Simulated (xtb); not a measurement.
AlBrH2O, SMILES [OH][AlH][Br]. All values are semi-empirical tight-binding results from xtb (GFN2-xTB unless named), good for trends rather than for accurate numbers. Geometry: GFN2-xTB. Other conformers were not sampled.

Optimised geometry:

Bonded distances (Å): Al1–H2 1.505, Al1–Br3 2.249, Al1–O4 1.635, O4–H5 0.947. Bond angles (°): H2–Al1–Br3 118.2, H2–Al1–O4 118.6, Br3–Al1–O4 123.2, Al1–O4–H5 177.3.

For metal compounds this method's bond lengths and energies can be far off.

```yaml
point_group_as_xtb_finds_it: Cs
orbital_gap: 4.98 eV
zero_point_energy: 13.3 kcal/mol
G − E(el) at 298.15 K (modified RRHO): -4.7 kcal/mol
```

Computed atomic charges and the Wiberg bond orders between heavy atoms:
charges (e) Al1 0.42, H2 -0.11, Br3 -0.18, O4 -0.46, H5 0.32. Bond orders Al1–Br3 1.29, Al1–O4 1.42.
